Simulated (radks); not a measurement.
Values are calculated unless marked as measured or tabulated.
Species: Cr I. Configuration: [Ar] 3d5 4s1.

Code: a radial shooting solver on a logarithmic mesh with Libxc functionals. Model: scalar-relativistic Kohn-Sham, PBE, spin-unpolarised, spherical densities, point nucleus.

Energy parts (Ry):
part                       energy
total                 -2101.05591
kinetic                2122.32601
electron-nucleus      -5013.94016
Hartree                 887.77714
exchange-correlation    -97.21890

Orbitals (lengths in bohr, moments of r in powers of bohr; <r^-3> diverges for s and p1/2):
| orbital | occ. | eigenvalue (Ry) | <r^-3> | <r^4> | <r> |
|---|---|---|---|---|---|
| 1s | 2 | -432.2430 | - | 0.00007591 | 0.06355 |
| 2s | 2 | -49.03436 | - | 0.01806 | 0.2931 |
| 2p | 6 | -41.21061 | 361.9 | 0.01414 | 0.2598 |
| 3s | 2 | -5.43828 | - | 1.445 | 0.9019 |
| 3p | 6 | -3.34002 | 42.82 | 2.177 | 0.9660 |
| 3d | 5 | -0.21413 | 2.820 | 41.50 | 1.517 |
| 4s | 1 | -0.29454 | - | 335.7 | 3.436 |

The highest occupied level is 3d at -2.913 eV. For comparison, the ionisation energy in NIST's Atomic Spectra Database is 6.767 eV (measured). In exact Kohn-Sham theory the highest level is minus the ionisation energy, but local and semilocal functionals leave it too shallow, through self-interaction and a potential that decays too fast; potentials with the right tail come closer. Summed over all electrons, <r^2> = 39.66 bohr^2, which gives a Langevin (diamagnetic) susceptibility term of -31.4 x 10^-6 cm^3/mol. The density falls to 0.001 e/bohr^3 at r = 4.49 bohr.

Beside tabulated values, note that spin-unpolarised runs miss the spin-polarisation part of the exchange energy of open shells.
